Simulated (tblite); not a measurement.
C₂H₄N₂Si.
Atom-mapped SMILES: `[N:1]#[C:2]/[CH:3]=[N:4]/[SiH3:5]` (hydrogens: H6 on C3; H7, H8, H9 on Si5)

Structure used (GFN2-xTB), in Å, numbered top down from 1:
```
atom  x, y, z in Å
N1     3.458    0.351   -0.027
C2     2.351    0.054   -0.047
C3     0.984   -0.347   -0.050
N4     0.094    0.373   -0.556
Si5   -1.613    0.221   -0.736
H6     0.816   -1.325    0.426
H7    -2.098    1.402   -0.030
H8    -2.205   -1.005   -0.188
H9    -1.773    0.281   -2.185
```

Level: GFN2-xTB in tblite, geometry and Hessian alike; calculated harmonic values, unscaled, isolated species. The method is semi-empirical: single wavenumbers can be off by several per cent or more. Modes of hydrogen on silicon can be 10 to 20 % off.

Q: How many normal modes are there?

A: 9 atoms, non-linear: 3N − 6 = 21.

Q: What is the point group of the computed structure, and how do the modes divide by symmetry?

A: Cs. The vibrations span 14 a′ + 7 a″.

Q: How many distinct wavenumbers does the calculation give?

A: 21: Cs has no degenerate species.

Q: How many fundamentals are allowed in the infrared by symmetry?

A: 21 of 21: in Cs every mode is allowed. All fundamentals are allowed in the Raman spectrum.

Q: How far is the lowest real mode excited at 298.15 K, as a harmonic oscillator?

A: 117.6 cm⁻¹ is a vibrational temperature θ of 169 K. The population of v = 1 over v = 0 is exp(−θ/T) = 0.57, and the mean quantum number is 1.3.

Hardware: x86-64 server, one thread (shared host). This covers the Hessian and the dipole derivatives.
